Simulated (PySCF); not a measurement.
**Working out the ionisation energy of Ca⁶⁺**

Ca⁶⁺ [Ne] 3s2 3p2 (3P) → Ca⁷⁺ [Ne] 3s2 3p1 (2P). Computed with PySCF 2.14 in an even-tempered Gaussian basis (18 s from 0.19 bohr⁻², ratio 2.5; 12 p from 0.24 bohr⁻², ratio 2.5; 5 d from 1.9 bohr⁻², ratio 2.7; 5 f from 2.9 bohr⁻², ratio 2.7), with no relativity, point nucleus. Frozen: 1s2; the 18 highest virtual orbitals dropped. Energies in hartree (1 hartree = 27.21139 eV):

| part | Ca⁶⁺ (lower) | Ca⁷⁺ (upper) |
| --- | --- | --- |
| UHF | -664.930611 | -660.288400 |
| MP2 opposite-spin | -0.307240 | -0.296658 |
| MP2 same-spin | -0.105205 | -0.095091 |

Task: What does Hartree-Fock give?

Result: (-660.288400) − (-664.930611) = 4.642211 hartree = 126.321 eV.

Task: What do MP2 and SCS-MP2 (6/5 opposite-spin, 1/3 same-spin) give?

Result: The opposite-spin parts differ by 0.288 eV and the same-spin parts by 0.275 eV. MP2: 126.321 + (0.288) + (0.275) = 126.884 eV. SCS-MP2: 126.321 + 1.2 × (0.288) + (0.275)/3 = 126.758 eV.

A first-order spin-orbit estimate adds -0.023 eV to MP2 (outer shells), giving 126.861 eV against 127.21 ± 0.25 eV (semi-empirical (NIST evaluation); NIST Atomic Spectra Database, ionization energies).

The calculation is non-relativistic.

What remains against the reference includes basis incompleteness, the frozen core and correlation beyond second order.
